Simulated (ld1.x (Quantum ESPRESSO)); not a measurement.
u(r) = r·R(r): atom against pseudo-atom (Xe)

Columns: radius, all-electron u(r) and pseudo u(r) of the 4d shell (level -59.31 eV) of xenon in the configuration [Kr] 4d10 5s2 5p6; PBEsol, scalar-relativistic, TM semilocal scheme, ld1.x (Quantum ESPRESSO) 7.5.

| r (bohr) | all-electron | pseudo |
| --- | --- | --- |
| 0.103 | 0.4294 | -0.0165 |
| 0.205 | 0.6221 | -0.1179 |
| 0.308 | 0.1984 | -0.3378 |
| 0.410 | -0.3703 | -0.6295 |
| 0.513 | -0.8198 | -0.9104 |
| 0.615 | -1.0766 | -1.1002 |
| 0.718 | -1.1723 | -1.1768 |
| 0.820 | -1.1562 | -1.1567 |
| 0.923 | -1.0745 | -1.0745 |
| 1.025 | -0.9619 | -0.9619 |
| 1.128 | -0.8381 | -0.8381 |
| 1.230 | -0.7181 | -0.7181 |
| 1.332 | -0.6073 | -0.6073 |
| 1.435 | -0.5078 | -0.5078 |
| 1.538 | -0.4216 | -0.4216 |
| 1.640 | -0.3487 | -0.3487 |
| 1.743 | -0.2866 | -0.2866 |
| 1.845 | -0.2350 | -0.2350 |
| 1.948 | -0.1919 | -0.1919 |
| 2.050 | -0.1566 | -0.1566 |
| 2.153 | -0.1273 | -0.1273 |
| 2.255 | -0.1035 | -0.1035 |
| 2.358 | -0.0839 | -0.0839 |
| 2.460 | -0.0681 | -0.0681 |
| 2.562 | -0.0552 | -0.0552 |
| 2.665 | -0.0446 | -0.0446 |

(1) How many radial nodes do the two functions have?

(2) At about which radius was the pseudo-wave matched?

(3) Where does each function peak?

(4) Is the pseudo-wave norm-conserving?

## Answers

(1) The all-electron 4d function has n − l − 1 = 1; the pseudo-wave has 0, since the states of the same l below it are removed with the core.

(2) 1.00 bohr, where the columns begin to agree (steps of 0.10 bohr).

(3) Outermost all-electron maximum near 0.72 bohr, pseudo maximum near 0.72 bohr (to the table’s step).

(4) Yes: the TM semilocal scheme keeps the norm inside the radius equal to the all-electron one, which fixes the energy derivative of the logarithmic derivative at the level.
